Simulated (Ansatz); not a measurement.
N2 beside H2Te: one fragment in the basis of the whole pair (the partner's atoms are ghosts).

Input (in.yaml):

```yaml
crystal:
  periodic: [false, false, false]
  atoms:
    - {symbol: Te, position_ang: [-0.524811, -0.096020, 1.993532]}
    - {symbol: H, position_ang: [0.744240, -0.893057, 1.290394]}
    - {symbol: H, position_ang: [-0.044434, 1.317466, 1.277805]}
basis:
  gaussian:
    orbitals: "def2-TZVPPD.json"
    ghost_atoms:
      - {symbol: N, position_ang: [-0.531873, -0.074939, -2.582946]}
      - {symbol: N, position_ang: [0.356877, -0.253450, -1.978685]}
hamiltonian: {xc: {name: BLYP}, dispersion: d4}
```

The basis file named in the input lies beside it (Basis Set Exchange, JSON).

Command:

```bash
ansatz run in.yaml --threads 2 --pin off --events-out ev --progress --plain --max-ram 5222MiB
```

The run's output (Ansatz 0.2.0):

```
Functional definition: BLYP
  name "BLYP"
  cite "Becke, Phys. Rev. A 38, 3098 (1988) doi:10.1103/PhysRevA.38.3098"
  cite "Lee, Yang & Parr, Phys. Rev. B 37, 785 (1988) doi:10.1103/PhysRevB.37.785"
  parameter beta = 0.0042
  parameter a = 0.04918
  parameter b = 0.132
  parameter c = 0.2533
  parameter d = 0.349
  exchange = b88_x(beta = beta)
  correlation = lyp_c(a = a, b = b, c = c, d = d)
921 factors; their error is unknown
mean field evaluation 1: about -7323.6346 eV, gradient 1.2e1 eV
mean field evaluation 2: about -7323.5597 eV, gradient 1.5e1 eV
mean field evaluation 4: about -7324.1344 eV, gradient 8.5e-1 eV
mean field evaluation 8: about -7324.1306 eV, gradient 2.2e-1 eV
mean field evaluation 16: about -7324.1307 eV, gradient 3.9e-5 eV
mean field -7324.13070376 eV, -269.1568388891 hartree, gradient 3.9e-5 eV, S^2 0.000000; 0 other end points of the search recorded, 0 dependent functions left out
reference -7324.13100313 eV, -269.1568498906 hartree; 13, 13 occupied and 154, 154 virtual orbitals, 921 factors
Total energy: -7324.18630563 eV, -269.1588822201 hartree
```

Hardware: 2 CPU threads of an Arm Neoverse V2, shared host. Wall time about 1.4 s.
